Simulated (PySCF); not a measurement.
Parent: `[CH2:1]=[C:2]1[CH:3]=[CH:4][C:5]([C:6]([CH3:7])=[O:8])=[CH:9]1` with C4–C5–C6–C7 0°, C8H8O.

Level of theory: PBE0-D3(BJ)/def2-SVP geometry optimisation, gas phase (PySCF). One conformer each, not checked by frequencies here.

```
coordinate of the parent    value
                   C1=C2  1.346 Å
                   C2–C3  1.470 Å
                   C3=C4  1.353 Å
                   C4–C5  1.475 Å
                   C5–C6  1.484 Å
                   C6–C7  1.508 Å
                   C6=O8  1.213 Å
                   C5=C9  1.361 Å
                   C2–C9  1.464 Å
                C1–C2–C3   127.2°
                C1–C2–C9   126.3°
                C3–C2–C9   106.5°
                C2–C3–C4   107.9°
                C3–C4–C5   109.1°
                C4–C5–C6   127.6°
                C4–C5–C9   108.5°
                C6–C5–C9   123.8°
                C5–C6–C7   117.2°
                C5–C6–O8   121.0°
                C7–C6–O8   121.8°
                C2–C9–C5   108.0°
```

How does the shared frame change in `[CH3:1][O:2]/[CH:3]=[C:4]1/[CH:5]=[CH:6][C:7]([C:8]([CH3:9])=[O:10])=[CH:11]1` with C1–O2–C3–C4 0°, C6–C7–C8–C9 180°, C9H10O2? Atoms pair as C1 = C3, C2 = C4, C3 = C5, C4 = C6, C5 = C7, C6 = C8, C7 = C9, O8 = O10, C9 = C11 (parent first).

| parent | relative | value in the relative | change |
| --- | --- | --- | --- |
| C1=C2 | C3=C4 | 1.366 Å | +0.020 |
| C2–C3 | C4–C5 | 1.463 Å | -0.007 |
| C3=C4 | C5=C6 | 1.358 Å | +0.005 |
| C4–C5 | C6–C7 | 1.455 Å | -0.020 |
| C5–C6 | C7–C8 | 1.476 Å | -0.008 |
| C6–C7 | C8–C9 | 1.511 Å | +0.003 |
| C6=O8 | C8=O10 | 1.214 Å | +0.001 |
| C5=C9 | C7=C11 | 1.374 Å | +0.013 |
| C2–C9 | C4–C11 | 1.455 Å | -0.009 |
| C1–C2–C3 | C3–C4–C5 | 120.3° | -6.9 |
| C1–C2–C9 | C3–C4–C11 | 133.3° | +7.0 |
| C3–C2–C9 | C5–C4–C11 | 106.4° | -0.1 |
| C2–C3–C4 | C4–C5–C6 | 108.4° | +0.5 |
| C3–C4–C5 | C5–C6–C7 | 108.5° | -0.6 |
| C4–C5–C6 | C6–C7–C8 | 123.2° | -4.4 |
| C4–C5–C9 | C6–C7–C11 | 109.2° | +0.7 |
| C6–C5–C9 | C8–C7–C11 | 127.6° | +3.8 |
| C5–C6–C7 | C7–C8–C9 | 118.0° | +0.8 |
| C5–C6–O8 | C7–C8–O10 | 120.7° | -0.3 |
| C7–C6–O8 | C9–C8–O10 | 121.3° | -0.5 |
| C2–C9–C5 | C4–C11–C7 | 107.5° | -0.5 |

Of the parent's bonds, C1–C2 and C4–C5 change most and about equally (-0.020 to +0.020 Å). Bonds of the relative outside the shared frame: C1–O2 1.409, O2–C3 1.317 Å. Point group Cs → Cs.

How does the shared frame change in `[CH2:1]=[CH:2]/[CH:3]=[C:4]1/[CH:5]=[CH:6][C:7]([C:8]([CH3:9])=[O:10])=[CH:11]1` with C1–C2–C3–C4 180°, C6–C7–C8–C9 0°, C10H10O? Atoms pair as C1 = C3, C2 = C4, C3 = C5, C4 = C6, C5 = C7, C6 = C8, C7 = C9, O8 = O10, C9 = C11 (parent first).

| parent | relative | value in the relative | change |
| --- | --- | --- | --- |
| C1=C2 | C3=C4 | 1.362 Å | +0.016 |
| C2–C3 | C4–C5 | 1.464 Å | -0.006 |
| C3=C4 | C5=C6 | 1.356 Å | +0.003 |
| C4–C5 | C6–C7 | 1.471 Å | -0.004 |
| C5–C6 | C7–C8 | 1.482 Å | -0.002 |
| C6–C7 | C8–C9 | 1.509 Å | +0.001 |
| C6=O8 | C8=O10 | 1.214 Å | +0.001 |
| C5=C9 | C7=C11 | 1.365 Å | +0.004 |
| C2–C9 | C4–C11 | 1.457 Å | -0.007 |
| C1–C2–C3 | C3–C4–C5 | 125.6° | -1.6 |
| C1–C2–C9 | C3–C4–C11 | 127.7° | +1.4 |
| C3–C2–C9 | C5–C4–C11 | 106.7° | +0.2 |
| C2–C3–C4 | C4–C5–C6 | 108.0° | +0.1 |
| C3–C4–C5 | C5–C6–C7 | 108.8° | -0.3 |
| C4–C5–C6 | C6–C7–C8 | 127.8° | +0.2 |
| C4–C5–C9 | C6–C7–C11 | 108.6° | +0.1 |
| C6–C5–C9 | C8–C7–C11 | 123.6° | -0.2 |
| C5–C6–C7 | C7–C8–C9 | 117.3° | +0.1 |
| C5–C6–O8 | C7–C8–O10 | 121.1° | +0.1 |
| C7–C6–O8 | C9–C8–O10 | 121.7° | -0.1 |
| C2–C9–C5 | C4–C11–C7 | 107.9° | -0.1 |

Of the parent's bonds, C1–C2 changes most (+0.016 Å). Bonds of the relative outside the shared frame: C1=C2 1.344, C2–C3 1.441 Å. Point group Cs → Cs.
